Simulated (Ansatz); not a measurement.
Geometry optimisation, RKS PBE0-D4/6-31G in Ansatz 0.2.0.

Input file:

```yaml
crystal:
  periodic: [false, false, false]
  atoms:
    - { symbol: B, position_ang: [0.0, 0.0, 0.0] }
    - { symbol: C, position_ang: [0.0, 0.0, 1.6] }
    - { symbol: H, position_ang: [-0.9996, -0.3092, 1.9705] }
    - { symbol: H, position_ang: [0.7676, -0.7111, 1.9705] }
    - { symbol: H, position_ang: [0.232, 1.0203, 1.9705] }
    - { symbol: O, position_ang: [1.2211, 0.0, -0.705] }
    - { symbol: H, position_ang: [1.5209, -0.9519, -0.8599] }
    - { symbol: "N", position_ang: [-1.3423, 0.0, -0.775] }
    - { symbol: H, position_ang: [-2.0112, -0.8164, -0.6764] }
    - { symbol: H, position_ang: [-1.5914, 0.8164, -1.4036] }
basis:
  gaussian: { orbitals: "6-31G" }
hamiltonian:
  xc: pbe0
  dispersion: d4
relax:
  f_tol: 0.02
  max_steps: 40
output:
  orbitals: {}
```

Command:

```bash
$ ansatz run input.yaml --threads 1 --pin off --max-ram 2048MiB --backend cpu --events-out ev --progress --plain --runs-dir out
```

Q: Where does it end, and by what steps?

A: The run converged. The force dipped under the threshold on the way, but the program's further checks kept it going. Limits of this set-up: no polarisation functions. After 17 steps the energy has fallen by 1.756 eV; H7 moved furthest, 1.00 Å.

```tsv
step	energy less start (eV)	largest force component (eV/Å)	accepted
0	0.0000	2.468	yes
1	-0.5785	1.500	yes
2	-0.9834	1.049	yes
3	-1.2170	0.600	yes
4	-1.3349	0.666	yes
5	-1.3733	0.534	yes
6	-1.4595	0.344	yes
7	-1.5087	1.695	yes
8	-1.7036	0.356	yes
9	-1.7473	0.290	yes
10	-1.7528	0.090	yes
11	-1.7545	0.040	yes
12	-1.7545	0.115	yes
13	-1.7552	0.065	yes
14	-1.7556	0.007	yes
15	-1.7557	0.011	yes
16	-1.7557	0.024	yes
17	-1.7558	0.009	yes
```

```xyz
10
Properties=species:S:1:pos:R:3
B -0.128 -0.085 -0.069
C -0.006 -0.135 1.505
H -0.982 -0.137 2.004
H 0.532 -1.036 1.833
H 0.557 0.728 1.887
O 1.002 -0.078 -0.898
H 1.864 -0.103 -0.459
N -1.368 -0.045 -0.729
H -2.250 -0.046 -0.247
H -1.422 -0.015 -1.736
```

Whether the end is a true minimum wasn't checked by a vibrational analysis.

Time of the run: 40 s on 1 thread of AMD EPYC 7B13 (Zen 3) (shared host), peak memory 0.16 GiB.
